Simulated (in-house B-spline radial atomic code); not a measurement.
Configurations of Tc6+, with energies counted from [Kr] 4d1. Computed with a B-spline radial code for spherical atoms: scalar-relativistic (X2C) r2SCAN0, spin-polarised, spherical fractional occupations, exact exchange averaged over the configuration, Fermi nucleus of rms radius 4.41117 fm. Shells without spins written out take the highest spin.

Occupations are held fixed; configurations that lie above the ionisation limit could autoionise.

```tsv
configuration	E - E(ref) (eV)	highest orbital	its <r> (bohr)
[Ar] 3d10 4s2 4p5 4d2	42.443	4d up	1.302
[Ar] 3d10 4s2 4p5 4d1 4f1	83.872	4f up	1.877
[Ar] 3d9 4s2 4p6 4d2	265.28	4d up	1.264
[Ar] 3d9 4s2 4p6 4d1 5s1	289.32	5s up	2.127
[Ar] 3d9 4s2 4p6 4d1 5p1	299.04	5p up	2.342
```

Order these further configurations by energy, lowest first.
A. [Kr] 5p1
B. [Ar] 3d10 4s2 4p5 4d1 5f1
C. [Ar] 3d10 4s2 4p5 4d1 5s1
D. [Kr] 5f1
E. [Ar] 3d10 4s2 4p5 4d1 5p1

A (30.299 eV), D (57.803 eV), C (64.873 eV), E (74.516 eV), B (102.22 eV).

How far above the reference does [Kr] 4f1 lie?

40.5 eV; its least bound orbital is 4f up with <r> = 1.95 bohr.
